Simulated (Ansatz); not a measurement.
`[F][Zn][N]([SiH3])[SiH3]` + H₂ → `[SiH3][N]([SiH3])[ZnH]` + H–F at 700 K and 1 bar (hydrogenolysis of a Zn–F bond).

Calculated with Ansatz (gas phase, PBE0-D4/def2-TZVP geometries, no zero-point term in ΔE). CBS: MP2 limit from def2 TZ/QZ plus the TZ coupled-cluster correction, frozen cores. This one scheme is used for every species. For Zn outer-core shells are correlated without core-valence functions, which leaves a few kJ/mol of doubt a bond. Scalar relativity is left out up to krypton. Each species was taken in one conformer, which may not be the lowest.

| species | CCSD(T)/CBS energy (Eh) | H − E (kJ/mol) | S (J/(mol·K)) |
| --- | --- | --- | --- |
| `[F][Zn][N]([SiH3])[SiH3]` | -2514.72709 | 245.9 | 539.6 |
| H₂ | -1.17544 | 46.8 | 155.3 |
| `[SiH3][N]([SiH3])[ZnH]` | -2415.49005 | 251.8 | 503.5 |
| H–F | -100.39570 | 45.2 | 198.5 |

H − E and S are ideal-gas, rigid-rotor, harmonic terms from PBE0-D4/def2-TZVP, for one conformer and one mirror image of each species. For small species the MP2-based limit differs from directly extrapolated CCSD(T) by up to some mEh (0.8 for H₂); such offsets cancel only in part. 1 Eh = 2625.50 kJ/mol, R = 8.31446 J/(mol·K).

**Question.** By hand: ΔE, ΔH, ΔS and ΔG.

**Answer.** ΔE = (-2415.49005) + (-100.39570) − (-2514.72709) − (-1.17544) = 0.01678 Eh = 44.1 kJ/mol. Δ(H − E) = 251.8 + 45.2 − 245.9 − 46.8 = 4.3, so ΔH = 48.4 kJ/mol. ΔS = 503.5 + 198.5 − 539.6 − 155.3 = 7.1 J/(mol·K). ΔG = 48.4 − 700 × (7.1)/1000 = 43.4 kJ/mol.

**Question.** By hand: the equilibrium constant, and the temperature at which ΔG would vanish if ΔH and ΔS stayed fixed.

**Answer.** log₁₀ K = −ΔG/(RT ln 10) = -3.2. ΔG = 0 at ΔH/ΔS = 6817 K, far beyond where these terms or the molecules hold.

The number of gas molecules stays the same, so ΔS is small and ΔH decides. A doubt of 5 kJ/mol in ΔE shifts log₁₀ K by 0.4 here. Other conformers and mirror images would add mixing entropy, several J/(mol·K) or more a flexible species. Modes under 60 cm⁻¹, often nearly free rotors, make the harmonic entropy too high. These are equilibria of isolated gas molecules and say nothing of rates. Largest T1 diagnostic: 0.016 (customary marks: 0.02 for closed shells, 0.045 for open ones).
